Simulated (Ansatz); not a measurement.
Molecule: LaF₂, charge 1, multiplicity 1. 
Coordinates optimised at B3LYP-D3(BJ)/def2-TZVP (Ansatz, a quantum-chemistry and plane-wave program):
```xyz
3

La     0.2344     0.1578     0.0463
F     -1.2490     0.5991    -1.3268
F     -0.2354    -1.5984     1.0339
```
Charge +1, spin multiplicity 1.

Total electronic energies in hartree. Valence correlation only, unless marked. Spin-orbit coupling is left out. Frozen are the shells of the preceding noble gas and the d and f shells that filled before the atom's block. Past Kr the def2 sets carry scalar-relativistic core potentials. CBS(X,Y): correlation extrapolated as X^-3; Hartree-Fock from the larger set. [CCSD(T)-MP2]/basis is that difference in the basis named.

| level | program | energy (Eh) |
|---|---|---|
| HF/def2-TZVPP | Ansatz | -230.06779 |
| RI-HF/def2-TZVPPD | Ansatz | -230.06938 |
| PBE-D3(BJ)/def2-TZVPD | Ansatz + dftd3 | -231.11340 |
| B3LYP-D4/def2-TZVPD | Ansatz + dftd4 | -231.29160 |
| PBE0-D3(BJ)/def2-TZVPD | Ansatz + dftd3 | -231.08391 |
| PBE0-D4/def2-TZVPD | Ansatz + dftd4 | -231.08406 |
| PBE0/def2-TZVP | Ansatz | -231.08015 |
| r2SCANh-D4/def2-TZVPD | Ansatz + dftd4 | -231.18896 |
| MP2/def2-TZVPP | Ansatz | -230.63304 |
| RI-MP2/CBS(def2-TZVPPD,def2-QZVPPD) | Ansatz | -230.7350 |
| SCS-MP2/def2-SVP | Ansatz | -230.21915 |
| CCSD/def2-SVPD | Ansatz | -230.26770 |
| CCSD(T)/def2-SVPD | Ansatz | -230.27885 |
| RI-MP2/CBS(def2-TZVPPD,def2-QZVPPD)+[CCSD(T)-MP2]/def2-QZVPPD | Ansatz | -230.7412 |
| CCSD(T)/CBS(def2-TZVPPD,def2-QZVPPD) | Ansatz | -230.7405 |

Totals of different functionals don't rank their quality; only differences between species are comparable.
